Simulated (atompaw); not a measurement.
## Plane-wave convergence, PAW (atompaw) potential for Tb (Z = 65)

Tb (Z = 65), PAW, made with atompaw 4.2.0.5 (PBEsol, non-relativistic). Core [Kr] 4d10, reference 4f9 5s2 5p6 5d0 6s1.5 6p0 (charge +0.5). Waves: 5s (bound); 6s (bound); 5p (bound); 6p (bound, empty); 5d (bound, empty); 5d channel at 4.4 Ry; 4f (bound); 4f channel at -0.25 Ry. Local part: vpsmatchnc scheme with l = 4 at 0 Ry, radius 2.70 bohr. Core correction: smooth core density matched at 1.95 bohr. Augmentation charge: sinc compensation charge, radius 2.75 bohr; PAW radius 3.00 bohr; waves and projectors: bloechl.

The pseudo-atom Hamiltonian at the reference potential is diagonalised in spherical Bessel functions j_l(qr) that vanish at 20 bohr, with q² up to the cutoff. All-electron valence levels (Ry): 5s -3.2369, 6s -0.4234, 5p -1.9822, 6p -0.2424, 5d -0.3417, 4f -0.7143.

Problem. How do the lowest levels (Ry) of each channel move with the cutoff, and are there ghosts?

Solution.

```tsv
cutoff (Ry)	s #1	s #2	s #3	p #1	p #2	d #1	f #1	Σ f·Δε (mRy)
8	-2.6466	-0.4146	-0.0874	-1.4209	-0.2106	-0.2385	-0.5039	6454.8
10	-2.9000	-0.4178	-0.0880	-1.6241	-0.2236	-0.2674	-0.5898	3950.6
15	-3.1381	-0.4213	-0.0888	-1.8936	-0.2376	-0.3128	-0.6726	1107.0
18	-3.2019	-0.4226	-0.0892	-1.9361	-0.2398	-0.3304	-0.6863	599.6
21	-3.2203	-0.4231	-0.0894	-1.9594	-0.2411	-0.3362	-0.6959	335.5
30	-3.2347	-0.4233	-0.0895	-1.9800	-0.2423	-0.3409	-0.7108	49.1
35	-3.2363	-0.4234	-0.0895	-1.9816	-0.2424	-0.3415	-0.7131	15.7
40	-3.2368	-0.4234	-0.0895	-1.9819	-0.2424	-0.3417	-0.7137	6.7
45	-3.2369	-0.4234	-0.0895	-1.9821	-0.2424	-0.3417	-0.7141	1.9
55	-3.2369	-0.4234	-0.0895	-1.9822	-0.2424	-0.3417	-0.7143	0.3
60	-3.2369	-0.4234	-0.0895	-1.9822	-0.2424	-0.3417	-0.7143	0.1
400	-3.2369	-0.4234	-0.0895	-1.9822	-0.2424	-0.3417	-0.7143	0.0
```

Result: no extra level below or beside the all-electron valence levels (s, p, d, f tested); 10 mRy is reached at 40 Ry and 1 mRy at 50 Ry.
